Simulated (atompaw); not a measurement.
## What one change does to a pseudopotential (Pb (Z = 82), PAW (atompaw))

| Property | Result |
| --- | --- |
| Element | lead (Pb) |
| Generator | atompaw 4.2.0.5 |
| Type | PAW |
| Functional | PBEsol |
| Relativity | scalar-relativistic |
| Frozen core | [Xe] 4f14 5d10 |
| Valence charge | 4 |
| Reference configuration | 6s1.75 6p2.25 |
| Partial waves | 6s (bound); 6s channel at 2.6 Ry; 6p (bound); 6p channel at 0.5 Ry; 6d channel at 0.2 Ry |
| Local potential | troulliermartins scheme with l = 3 at 1 Ry, radius 2.30 bohr |
| Core correction | smooth core density matched at 1.65 bohr |
| Augmentation charge | besselshape compensation charge, radius 2.65 bohr; PAW radius 2.75 bohr; waves and projectors: bloechl |

Change: waves 6s (bound): rc 2.75 bohr; 6s channel at 2.6 Ry: rc 2.75 bohr; 6p (bound): rc 2.50 bohr; 6p channel at 0.5 Ry: rc 2.75 bohr; 6d channel at 0.2 Ry: rc 2.75 bohr; augmentation besselshape compensation charge, radius 2.65 bohr; PAW radius 2.75 bohr; waves and projectors: custom rrkj gramschmidtortho.

Cutoffs: the cutoffs (Ry, on a coarse ladder) from which the occupation-weighted sum of valence levels, in a spherical-Bessel basis at the reference potential, stays within 10 and 1 mRy of its value at 400 Ry; they do not see the model core or the augmentation charge, which bear on the density cutoff.

Problem. What does the change do?

Solution. The potential gets softer (25 Ry and 35 Ry → 6 Ry and 15 Ry); both files keep a bound ghost (p, s).

```tsv
quantity	base	changed
cutoff, loose	25 Ry	6 Ry
cutoff, tight	35 Ry	15 Ry
loose cutoff by channel (10 mRy a level)	s 25 Ry, p 6 Ry	s 6 Ry, p 6 Ry
bound ghosts	s, p	p, s
s: phases at 2.76 bohr within 0.05 rad from the reference energy up to (Ry; the scan ends near 5)	to the end of the scan	to the end of the scan
p: phases at 2.76 bohr within 0.05 rad from the reference energy up to (Ry; the scan ends near 5)	3.7	4.5
d: phases at 2.76 bohr within 0.05 rad from the reference energy up to (Ry; the scan ends near 5)	0.5	0.5
lowest overlap eigenvalue by channel	s 0.18, p 0.00, d 1.00	s 0.50, p 0.37, d 1.00
```

 A true bound ghost makes a file unfit for plane-wave use even where its test errors are small: the radial tests pick states by their node count and pass the ghost by. The cutoffs see the waves, projectors and local potential, not the compensation charge or the core.
